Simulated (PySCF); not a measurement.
**ErH3(NH3) at several levels of theory**

Computed with PySCF 2.14.0 (density fitting, no spin-orbit coupling) at the geometry relaxed with PBE0:

```xyz
8
ErH3(NH3) (singlet in the valence; each metal's 4f electrons, 11 of them, lie in its core potential, out of spins and levels)
Er    0.2254   -0.2254    0.2254
H     1.1698    1.2802    1.1698
H    -1.2802   -1.1698    1.1698
H     1.1698   -1.1698   -1.2802
N    -1.1907    1.1907   -1.1907
H    -1.8006    1.8006   -0.6412
H    -0.6412    1.8006   -1.8006
H    -1.8006    0.6412   -1.8006
```

```csv
level,basis,state,HOMO (eV),gap (eV),charge on Er1 (e),population of f-type functions on Er1 (polarisation alone where 4f lies in the core),dipole about the centre of mass (D),largest force component (eV/Å)
PBE0,"Er lcecp-1-SVP with ECP57, H def2-SVP, N def2-SVP",singlet,-6.30,6.01,0.54,0.02,5.47,0.00
HF,the same,singlet,-9.31,11.27,0.97,0.02,5.55,0.58
PBE0,"Er lcecp-1-TZVP with ECP57, H def2-TZVP, N def2-TZVP",singlet,-6.33,5.75,0.73,0.02,5.35,0.21
```

In the lcecp rows the 4f levels are missing from HOMO and gap, and the state counts the valence alone.

Charges are Mulliken's, which hang on the basis. The relaxation used the grid (50, 194), these runs (75, 302) or, all-electron (x2c bases, spin-free X2C Hamiltonian), (99, 590).

Problem. What does TPSS with Er lcecp-1-SVP with ECP57, H def2-SVP, N def2-SVP give here?

Solution. state singlet, HOMO (eV) -5.29, gap (eV) 4.31, charge on Er1 (e) 0.61, population of f-type functions on Er1 (polarisation alone where 4f lies in the core) 0.02, dipole about the centre of mass (D) 5.46, largest force component (eV/Å) 0.18. Time: 17 s on 2 threads of Intel(R) Xeon(R) Processor @ 2.50GHz (Skylake/Cascade Lake), with other jobs on the host, from an already converged density.

In the first row's basis the gap widens with exact exchange: 4.3 eV for TPSS (none); 6.0 eV for PBE0 (a fixed share); 11.3 eV for Hartree–Fock (rising or full at long range).

An lcecp potential fixes the number of 4f electrons, so in runs with it no electron can move into or out of that shell.
